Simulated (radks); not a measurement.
Results of a calculation; reference values are marked as such.
F V, configuration [He] 2s2 2p1. Level of theory: non-relativistic Kohn-Sham, TPSS, spin-polarised, spherical densities, point nucleus; open shells are filled with parallel spins first; meta-GGA in the generalised Kohn-Sham scheme (a radial shooting solver on a logarithmic mesh with Libxc functionals).

Radial electron density D(r) = 4 pi r^2 rho(r):

r (bohr)  D(r) (e/bohr)  spin D(r)
0.01229          0.7006  0.0000525
0.0155            1.052  0.0000874
0.01939           1.535   0.000152
0.02426           2.202   0.000285
0.03059           3.125   0.000587
0.03827           4.262    0.00125
0.04788           5.616    0.00273
0.06038           7.143    0.00618
0.07554           8.531     0.0135
0.0945            9.529     0.0287
0.1192            9.788     0.0603
0.1491            9.048      0.118
0.1865            7.398      0.218
0.2352            5.245      0.383
0.2943            3.526      0.605
0.3682            2.788      0.874
0.4643            3.085       1.14
0.5809            3.705       1.26
0.7326            3.767       1.15
0.9166            2.952      0.836
1.147             1.678      0.463
1.446            0.6293      0.173
1.809            0.1573     0.0448
2.263           0.02297    0.00708
2.854          0.001548   0.000542

D(r) has 2 maxima, at r = 0.113, 0.666 bohr, and minima at 0.383 bohr, inside which lie 2.14 electrons.
